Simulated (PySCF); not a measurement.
# Two-component Hartree-Fock for Sb²⁰⁺ (antimony, charge +20)

Start: [Ar] 3d10 4s2 4p1; 4p3/2 filled at m_j = +3/2. Calculated with PySCF 2.14 in an uncontracted even-tempered set (18 s from 1.3 bohr⁻², ratio 2.8; 13 p from 1.7 bohr⁻², ratio 2.8; 8 d from 2.9 bohr⁻², ratio 2.8; 4 f from 8.2 bohr⁻², ratio 3): generalised Hartree-Fock with the X2C-1e Hamiltonian and a Gaussian nucleus; one run each with spin-orbit coupling (SO) screened by Boettger's factors, then bare. This is a chosen level, not necessarily the ground level.

```json
{"spinor shell": "1s1/2", "electrons": "2", "ε, screened SO (eV)": "-31220.0", "ε, bare SO (eV)": "-31219.8", "weight of nominal j (bare SO)": "1.000", "rms radius, bare SO (bohr)": "0.0325"}
{"spinor shell": "2s1/2", "electrons": "2", "ε, screened SO (eV)": "-5325.0", "ε, bare SO (eV)": "-5324.9", "weight of nominal j (bare SO)": "1.000", "rms radius, bare SO (bohr)": "0.133"}
{"spinor shell": "2p1/2", "electrons": "2", "ε, screened SO (eV)": "-5008.4", "ε, bare SO (eV)": "-5016.2", "weight of nominal j (bare SO)": "1.000", "rms radius, bare SO (bohr)": "0.114"}
{"spinor shell": "2p3/2", "electrons": "4", "ε, screened SO (eV)": "-4753.8", "ε, bare SO (eV)": "-4750.6", "weight of nominal j (bare SO)": "1.000", "rms radius, bare SO (bohr)": "0.120"}
{"spinor shell": "3s1/2", "electrons": "2", "ε, screened SO (eV)": "-1511.6", "ε, bare SO (eV)": "-1511.6", "weight of nominal j (bare SO)": "1.000", "rms radius, bare SO (bohr)": "0.347"}
{"spinor shell": "3p1/2", "electrons": "2", "ε, screened SO (eV)": "-1379.9", "ε, bare SO (eV)": "-1381.4", "weight of nominal j (bare SO)": "1.000", "rms radius, bare SO (bohr)": "0.340"}
{"spinor shell": "3p3/2", "electrons": "4", "ε, screened SO (eV)": "-1330.7", "ε, bare SO (eV)": "-1330.1", "weight of nominal j (bare SO)": "1.000", "rms radius, bare SO (bohr)": "0.351"}
{"spinor shell": "3d3/2", "electrons": "4", "ε, screened SO (eV)": "-1105.1", "ε, bare SO (eV)": "-1106.6", "weight of nominal j (bare SO)": "0.999", "rms radius, bare SO (bohr)": "0.322"}
{"spinor shell": "3d5/2", "electrons": "6", "ε, screened SO (eV)": "-1095.0", "ε, bare SO (eV)": "-1094.0", "weight of nominal j (bare SO)": "0.999", "rms radius, bare SO (bohr)": "0.326"}
{"spinor shell": "4s1/2", "electrons": "2", "ε, screened SO (eV)": "-625.47", "ε, bare SO (eV)": "-625.47", "weight of nominal j (bare SO)": "1.000", "rms radius, bare SO (bohr)": "0.760"}
{"spinor shell": "4p3/2", "electrons": "1", "ε, screened SO (eV)": "-569.76", "ε, bare SO (eV)": "-569.60", "weight of nominal j (bare SO)": "1.000", "rms radius, bare SO (bohr)": "0.799"}
```

```csv
quantity,screened SO,bare SO
E (hartree),-6309.24043,-6309.38323
M_J,3/2,3/2
⟨J²⟩,3.752,3.752
⟨L²⟩,2.014,2.015
⟨S²⟩,0.762,0.764
```

Each row is a mean over spinors that exchange with the open shell spreads, by up to 7.481 eV (4s1/2).

Breit and QED terms are absent; they matter most for the inner s and p1/2 levels.

Densities and radii are taken from the X2C orbitals without a picture-change correction, which distorts them close to the nucleus.
